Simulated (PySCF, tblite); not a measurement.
Isomers of C3H7ClOSi, one GFN2-xTB conformer each. Single-point energies are computed at PBE0/pcSseg-1 (PySCF, gas phase, no added dispersion term), electronic only.

**Question.** Rank them by PBE0/pcSseg-1 energy, lowest first (kJ/mol).
A. `[SiH3:1][O:2]/[CH:3]=[CH:4]\[CH2:5][Cl:6]` with Si1–O2–C3–C4 -179°, C3–C4–C5–Cl6 -119°
B. `[Cl:1][Si@H:2]1[CH2:3][CH2:4][CH2:5][O:6]1` with Cl1–Si2–C3–C4 138°, Si2–C3–C4–C5 -35°, C3–C4–C5–O6 37°, C4–C5–O6–Si2 -19°

**Answer.** B (0.0), A (257.3).

As drawn, the lower has an Si–C bond, which the higher lacks; the higher has a C=C bond outside aromatic rings, which the lower lacks. GFN2-xTB itself gives, in the same order: 0.0, 165.0. Both levels put the same isomer lowest.

**Question.** Which frontier levels, dipoles and rotational constants go with these structures?

**Answer.** 
| SMILES | HOMO (eV, PBE0/pcSseg-1) | LUMO (eV) | dipole (D) | A, B, C (MHz) |
| --- | --- | --- | --- | --- |
| Cl[Si@H]1CCCO1 | -8.07 | 0.80 | 2.63 | 5174, 1559, 1364 |
| [SiH3]O/C=C\CCl | -7.01 | -0.14 | 3.23 | 7003, 797.9, 755.1 |

**Question.** What happens when harmonic zero-point energies from GFN2-xTB frequencies are added?

**Answer.** 
| SMILES | ZPE (kJ/mol) | electronic (kJ/mol) | with ZPE (kJ/mol) |
| --- | --- | --- | --- |
| Cl[Si@H]1CCCO1 | 256.1 | 0.0 | 0.0 |
| [SiH3]O/C=C\CCl | 231.8 | 257.3 | 233.0 |

The zero-point energies span 24.3 kJ/mol. The order is unchanged.
